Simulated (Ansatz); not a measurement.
# SiHCl2OF (SMILES O[Si](F)(Cl)Cl): the energy to break a bond

SiHCl2OF: 6 atoms, total charge 0, spin state singlet. As SMILES, `O[Si](F)(Cl)Cl`. The shape was relaxed beforehand at r2SCAN/def2-SVP. This is one conformer, not always the lowest.

```xyz
6

O    -0.5224    0.4639    1.1326
Si    0.2160    0.0155   -0.2509
F     1.6032   -0.7400    0.0508
Cl   -0.9298   -1.2819   -1.3368
Cl    0.6219    1.6982   -1.3074
H    -0.9467   -0.2199    1.6656
```

Wanted: the dissociation energy of the H6–O1 bond into doublet H and doublet SiCl2OF (shapes relaxed at r2SCAN/def2-SVP, no zero-point term). 1 Eh = 2625.50 kJ/mol = 27.2114 eV. Totals in Eh; open shells run unrestricted unless said.

| level | program | SiHCl2OF | doublet H | doublet SiCl2OF |
| --- | --- | --- | --- | --- |
| SVWN5/def2-SVP | Ansatz | -1379.978093 | -0.477468 | -1379.280784 |
| B3LYP/def2-SVP | Ansatz | -1385.294775 | -0.501259 | -1384.597046 |
| PBE0-D4/def2-SVP | Ansatz | -1384.666119 | -0.500291 | -1383.968354 |

Work out the dissociation energy at each level.


1. SVWN5/def2-SVP: (-0.477468) + (-1379.280784) − (-1379.978093) = 0.219841 Eh = 577.2 kJ/mol = 5.98 eV.
2. B3LYP/def2-SVP: (-0.501259) + (-1384.597046) − (-1385.294775) = 0.196470 Eh = 515.8 kJ/mol = 5.35 eV.
3. PBE0-D4/def2-SVP: (-0.500291) + (-1383.968354) − (-1384.666119) = 0.197474 Eh = 518.5 kJ/mol = 5.37 eV.

The levels span 516 to 577 kJ/mol; no measured value is set beside them. A bond enthalpy at 298 K also holds the loss of zero-point energy and thermal terms.
